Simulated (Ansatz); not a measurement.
Born–Oppenheimer molecular dynamics of C₂H₁₀O₂Si₂ (16 atoms, charge 0, multiplicity 1). It goes on from the last frame of an earlier run, with new velocities.

These are results of RKS PBE0/STO-3G (Ansatz 0.2.0), not measurements.

| Item | Value |
| --- | --- |
| ensemble | NVE (velocity Verlet) |
| time step | 0.5 fs |
| steps asked | 150 |
| starting velocities drawn for | 50 K |
| seed | 777632 |

Frames 2.5 fs apart, positions in Å, forces in eV/Å.

Velocities at 25 fs (Å/ps):

```
Si 2.80 2.36 4.49
Si -0.90 -1.63 -5.07
H 0.40 -1.32 -14.52
H -14.70 2.24 1.72
H 5.26 4.90 -9.30
O -6.02 1.33 -1.94
C 2.50 0.85 3.76
H -12.17 6.55 20.68
H 2.26 -5.96 -9.90
H 13.83 -20.26 3.81
H -2.91 -16.99 -13.58
O 3.18 1.95 0.44
C -2.65 0.00 1.81
H -7.29 -16.48 2.67
H 20.69 -22.97 -9.08
H -11.57 -12.35 1.20
```

```xyz
16
Properties=species:S:1:pos:R:3:forces:R:3 time_fs=25 energy_less_start_eV=-0.281 T=205
Si -0.051 -0.054 0.061 -1.77 1.89 0.03
Si 0.403 -0.097 2.225 -0.24 -0.73 2.02
H -0.881 -0.024 2.988 1.14 0.04 -0.51
H 1.149 -1.288 2.720 -0.60 0.80 -0.46
H 1.238 1.049 2.531 -0.23 -0.08 0.07
O 1.283 -0.123 -0.902 2.52 -0.30 -0.50
C 2.321 -1.131 -0.594 -1.27 0.65 -1.63
H 2.298 -1.768 -1.502 0.62 -0.39 0.33
H 3.318 -0.664 -0.515 0.04 0.20 -0.01
H 2.182 -1.771 0.283 -0.30 -0.11 0.48
H -0.655 1.304 -0.313 0.64 -1.71 0.36
O -1.193 -1.189 -0.483 -0.49 -1.41 0.41
C -1.115 -2.510 0.189 0.98 2.97 0.84
H -0.192 -3.047 0.005 0.67 -0.65 -0.67
H -1.173 -2.453 1.294 -0.17 0.27 0.11
H -1.964 -3.051 -0.127 -1.53 -1.44 -0.86
16
Properties=species:S:1:pos:R:3:forces:R:3 time_fs=27.5 energy_less_start_eV=-0.345 T=239
Si -0.046 -0.047 0.072 -1.53 0.39 -0.22
Si 0.401 -0.102 2.214 0.28 0.34 1.60
H -0.852 -0.025 2.940 0.22 0.15 0.05
H 1.098 -1.264 2.712 0.00 -0.04 -0.17
H 1.242 1.056 2.509 -0.37 -0.31 0.07
O 1.273 -0.120 -0.908 2.98 -0.60 -0.34
C 2.324 -1.127 -0.587 -1.51 0.37 -0.05
H 2.286 -1.771 -1.454 0.57 -0.96 -0.80
H 3.326 -0.671 -0.539 0.02 0.29 0.09
H 2.208 -1.815 0.299 -0.25 0.92 -0.29
H -0.647 1.220 -0.337 0.08 -0.26 0.16
O -1.186 -1.187 -0.481 -0.48 -1.67 0.70
C -1.121 -2.504 0.194 -0.16 0.04 -1.19
H -0.197 -3.102 -0.009 -0.28 0.23 -0.62
H -1.130 -2.498 1.285 -0.45 0.58 0.82
H -2.017 -3.107 -0.141 0.88 0.53 0.20
16
Properties=species:S:1:pos:R:3:forces:R:3 time_fs=30 energy_less_start_eV=-0.184 T=151
Si -0.044 -0.038 0.083 -0.58 -1.91 -0.36
Si 0.399 -0.105 2.207 0.74 1.09 0.70
H -0.812 -0.018 2.897 -1.11 0.26 0.80
H 1.048 -1.244 2.695 0.67 -1.06 0.25
H 1.226 1.046 2.493 -0.11 -0.07 0.18
O 1.274 -0.120 -0.915 2.75 -0.74 -0.16
C 2.319 -1.122 -0.582 -0.82 -0.33 -1.11
H 2.308 -1.823 -1.443 0.37 -0.02 0.01
H 3.333 -0.663 -0.558 -0.37 0.12 0.16
H 2.219 -1.808 0.303 -0.31 0.98 -0.06
H -0.636 1.125 -0.353 -0.89 1.92 -0.43
O -1.181 -1.191 -0.476 -0.43 -1.48 0.78
C -1.126 -2.498 0.194 -0.09 -1.48 -0.78
H -0.216 -3.143 -0.059 -0.73 0.89 -0.19
H -1.112 -2.511 1.315 -0.39 0.55 -0.35
H -2.030 -3.140 -0.147 1.31 1.29 0.57
16
Properties=species:S:1:pos:R:3:forces:R:3 time_fs=32.5 energy_less_start_eV=-0.371 T=253
Si -0.044 -0.034 0.093 -0.83 -1.45 -1.60
Si 0.399 -0.107 2.202 0.22 0.28 1.36
H -0.828 0.004 2.896 -0.65 0.17 0.52
H 1.034 -1.279 2.690 0.41 -0.52 0.06
H 1.205 1.033 2.487 0.30 0.32 0.30
O 1.285 -0.122 -0.923 1.83 -0.55 -0.06
C 2.310 -1.118 -0.582 -0.02 -0.43 -2.40
H 2.351 -1.877 -1.432 0.01 0.78 0.72
H 3.320 -0.647 -0.568 -0.33 0.04 0.20
H 2.210 -1.747 0.307 -0.39 0.22 0.82
H -0.670 1.129 -0.390 -0.42 1.17 -0.07
O -1.177 -1.201 -0.469 -0.38 -0.72 0.54
C -1.131 -2.498 0.190 1.09 0.02 0.57
H -0.271 -3.137 -0.121 0.26 0.41 0.10
H -1.116 -2.491 1.327 -0.13 0.24 -0.97
H -1.978 -3.105 -0.124 -0.99 0.02 -0.11
16
Properties=species:S:1:pos:R:3:forces:R:3 time_fs=35 energy_less_start_eV=-0.393 T=266
Si -0.045 -0.032 0.099 -1.55 0.22 -3.18
Si 0.399 -0.108 2.199 -0.48 -0.57 2.77
H -0.879 0.035 2.923 0.73 -0.08 -0.28
H 1.041 -1.342 2.687 -0.22 0.69 -0.33
H 1.199 1.037 2.499 0.33 0.20 0.27
O 1.303 -0.127 -0.930 0.42 0.01 -0.14
C 2.301 -1.116 -0.593 0.28 -0.17 -0.55
H 2.395 -1.893 -1.385 -0.28 0.11 0.01
H 3.291 -0.627 -0.566 0.21 0.12 0.19
H 2.180 -1.669 0.352 -0.17 0.09 0.31
H -0.726 1.197 -0.429 0.70 -0.81 0.74
O -1.175 -1.213 -0.459 -0.31 0.38 0.12
C -1.131 -2.498 0.189 0.89 1.03 0.04
H -0.311 -3.108 -0.178 1.16 -0.44 0.18
H -1.128 -2.458 1.290 0.21 -0.10 0.26
H -1.980 -3.066 -0.107 -1.91 -0.68 -0.41
16
Properties=species:S:1:pos:R:3:forces:R:3 time_fs=37.5 energy_less_start_eV=-0.287 T=208
Si -0.050 -0.030 0.099 -1.30 0.56 -3.68
Si 0.398 -0.111 2.203 -0.35 -0.16 3.05
H -0.891 0.062 2.937 1.06 -0.23 -0.49
H 1.039 -1.368 2.667 -0.36 0.94 -0.31
H 1.211 1.050 2.526 0.02 -0.35 0.08
O 1.323 -0.131 -0.939 -1.02 0.69 -0.35
C 2.294 -1.115 -0.606 0.63 0.34 2.26
H 2.424 -1.904 -1.339 -0.34 -0.82 -0.78
H 3.272 -0.602 -0.553 0.36 -0.06 0.06
H 2.141 -1.586 0.412 0.22 0.08 -0.90
H -0.745 1.224 -0.427 0.96 -1.29 0.86
O -1.174 -1.224 -0.449 -0.23 1.30 -0.27
C -1.128 -2.494 0.187 -1.10 -1.00 -1.68
H -0.292 -3.100 -0.223 0.18 -0.24 0.65
H -1.128 -2.430 1.268 0.38 -0.32 1.15
H -2.074 -3.057 -0.107 0.89 0.57 0.36
16
Properties=species:S:1:pos:R:3:forces:R:3 time_fs=40 energy_less_start_eV=-0.351 T=242
Si -0.057 -0.027 0.090 -0.03 -0.70 -2.87
Si 0.397 -0.113 2.212 0.28 0.85 1.79
H -0.847 0.077 2.925 0.07 -0.19 0.07
H 1.017 -1.344 2.630 0.07 0.03 0.11
H 1.225 1.044 2.558 -0.12 -0.57 -0.07
O 1.339 -0.133 -0.949 -1.99 1.20 -0.53
C 2.290 -1.113 -0.610 1.47 -0.04 1.83
H 2.432 -1.952 -1.329 -0.46 0.11 0.10
H 3.271 -0.582 -0.537 0.08 -0.45 -0.19
H 2.114 -1.501 0.427 0.34 -0.55 -0.59
H -0.711 1.183 -0.378 0.21 -0.03 0.21
O -1.174 -1.230 -0.440 -0.22 1.74 -0.57
C -1.129 -2.494 0.178 -0.92 -1.46 -0.05
H -0.261 -3.107 -0.230 -0.77 0.07 0.80
H -1.106 -2.421 1.300 0.31 -0.48 -0.43
H -2.127 -3.021 -0.091 1.68 0.49 0.39
16
Properties=species:S:1:pos:R:3:forces:R:3 time_fs=42.5 energy_less_start_eV=-0.269 T=198
Si -0.064 -0.026 0.076 1.54 -2.50 -1.42
Si 0.396 -0.114 2.226 0.72 1.24 0.05
H -0.800 0.080 2.919 -1.17 -0.04 0.79
H 1.000 -1.320 2.599 0.53 -1.00 0.49
H 1.234 1.007 2.587 0.13 -0.17 -0.02
O 1.347 -0.130 -0.961 -2.19 1.30 -0.52
C 2.293 -1.110 -0.605 1.53 -0.31 0.24
H 2.413 -1.996 -1.315 -0.42 0.91 0.69
H 3.278 -0.586 -0.532 0.09 -0.50 -0.34
H 2.105 -1.449 0.411 0.18 -1.13 0.67
H -0.667 1.145 -0.318 -0.88 1.85 -0.63
O -1.175 -1.229 -0.434 -0.30 1.68 -0.79
C -1.134 -2.501 0.169 1.06 0.16 2.04
H -0.271 -3.113 -0.193 -0.44 -0.26 0.15
H -1.067 -2.440 1.312 0.04 -0.35 -1.13
H -2.094 -2.963 -0.054 -0.44 -0.88 -0.28
16
Properties=species:S:1:pos:R:3:forces:R:3 time_fs=45 energy_less_start_eV=-0.481 T=314
Si -0.068 -0.029 0.059 1.51 -1.17 -0.74
Si 0.396 -0.112 2.240 0.10 0.13 -0.17
H -0.813 0.081 2.954 -0.59 -0.11 0.45
H 1.010 -1.346 2.595 0.17 -0.43 0.34
H 1.251 0.960 2.615 0.45 0.37 0.10
O 1.348 -0.123 -0.974 -1.64 0.93 -0.23
C 2.303 -1.109 -0.597 0.30 0.02 0.99
H 2.370 -1.993 -1.267 -0.14 0.15 -0.08
H 3.291 -0.619 -0.547 0.37 -0.18 -0.29
H 2.109 -1.459 0.426 0.26 -0.67 0.29
H -0.667 1.200 -0.289 -0.44 0.77 -0.44
O -1.177 -1.223 -0.430 -0.45 0.99 -0.83
C -1.135 -2.508 0.170 1.18 1.06 1.43
H -0.303 -3.135 -0.149 0.42 -0.68 -0.74
H -1.025 -2.478 1.268 -0.17 0.07 0.38
H -2.082 -2.952 -0.032 -1.32 -1.24 -0.48
16
Properties=species:S:1:pos:R:3:forces:R:3 time_fs=47.5 energy_less_start_eV=-0.499 T=324
Si -0.069 -0.035 0.040 0.86 1.35 -0.24
Si 0.397 -0.110 2.253 -0.49 -0.84 0.52
H -0.858 0.074 3.014 0.76 -0.24 -0.37
H 1.029 -1.395 2.611 -0.44 0.70 0.01
H 1.293 0.932 2.648 0.23 0.27 0.03
O 1.342 -0.112 -0.989 -0.65 0.28 0.26
C 2.314 -1.108 -0.585 -0.65 0.33 1.94
H 2.319 -1.983 -1.224 0.03 -0.71 -0.89
H 3.324 -0.663 -0.579 0.16 0.02 -0.16
H 2.129 -1.506 0.456 0.37 0.27 -0.65
H -0.692 1.296 -0.286 0.47 -1.34 -0.01
O -1.180 -1.213 -0.429 -0.65 -0.18 -0.64
C -1.131 -2.510 0.176 -0.90 -0.63 -0.63
H -0.318 -3.191 -0.144 0.03 0.06 -0.81
H -0.992 -2.512 1.246 -0.22 0.38 1.49
H -2.130 -3.006 -0.034 1.09 0.29 0.15
16
Properties=species:S:1:pos:R:3:forces:R:3 time_fs=50 energy_less_start_eV=-0.412 T=277
Si -0.069 -0.038 0.021 0.75 2.08 0.63
Si 0.397 -0.110 2.268 -0.17 -0.63 0.54
H -0.863 0.054 3.055 1.03 -0.15 -0.59
H 1.024 -1.408 2.628 -0.52 0.86 -0.10
H 1.346 0.919 2.683 -0.35 -0.20 -0.19
O 1.335 -0.100 -1.002 0.39 -0.37 0.75
C 2.323 -1.106 -0.564 -0.68 -0.52 -0.22
H 2.269 -2.004 -1.226 0.17 0.34 -0.11
H 3.365 -0.707 -0.620 -0.48 0.05 -0.01
H 2.169 -1.540 0.455 0.12 0.59 -0.14
H -0.693 1.322 -0.285 0.59 -1.74 0.00
O -1.187 -1.203 -0.430 -0.85 -1.21 -0.38
C -1.129 -2.515 0.181 -0.38 -1.35 0.15
H -0.332 -3.242 -0.185 -0.51 1.05 -0.21
H -0.973 -2.525 1.296 -0.35 0.36 -0.45
H -2.126 -3.047 -0.029 1.24 0.85 0.32
16
Properties=species:S:1:pos:R:3:forces:R:3 time_fs=52.5 energy_less_start_eV=-0.431 T=286
Si -0.066 -0.037 0.003 1.16 0.63 1.69
Si 0.396 -0.111 2.284 0.52 0.18 -0.61
H -0.812 0.026 3.064 0.04 0.10 -0.02
H 0.992 -1.374 2.641 -0.04 -0.10 0.08
H 1.381 0.896 2.706 -0.58 -0.28 -0.26
O 1.328 -0.089 -1.013 1.19 -0.82 1.11
C 2.328 -1.106 -0.544 -0.88 -0.65 -2.59
H 2.229 -2.008 -1.235 0.28 0.86 0.55
H 3.379 -0.748 -0.662 -0.56 0.25 0.11
H 2.216 -1.543 0.448 -0.21 0.35 0.89
H -0.662 1.253 -0.287 -0.12 -0.24 -0.36
O -1.196 -1.198 -0.433 -0.93 -1.64 -0.16
C -1.130 -2.525 0.187 1.30 0.48 0.87
H -0.369 -3.237 -0.240 0.10 0.82 0.13
H -0.973 -2.518 1.324 -0.18 0.13 -1.38
H -2.060 -3.046 -0.007 -1.11 -0.06 -0.05
```

Of the whole run (75 fs, mean temperature of the second half 247 K): The conserved energy stayed within 0.28 meV per atom of its start (net change -0.18 meV per atom), so the integration is sound. The kinetic energy rose, since the run started high on the potential surface and went downhill. A run of 0.075 ps of so small a system gives no equilibrium averages. Limits of this set-up: minimal basis.

The run took 12 min on 1 thread of Arm Neoverse V1, on a shared host, peak memory 0.13 GiB.
